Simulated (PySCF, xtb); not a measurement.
Si(F)(NHSiH3)3 (FH₁₂N₃Si₄), SMILES F[Si](N[SiH3])(N[SiH3])N[SiH3].

GFN2-xTB run with xtb at its own geometry gives an orbital gap of 5.28 eV and a dipole moment of 1.23 D.

Coordinates come from a B3LYP-D3(BJ)/def2-SVP optimisation. Other conformers were not sampled.

What does ωB97X/def2-SVP (PySCF) give? (Estimate from the structure and the level; the computed values follow.)

gap 12.46 eV (levels -10.05 and 2.41 eV), dipole 2.33 D.
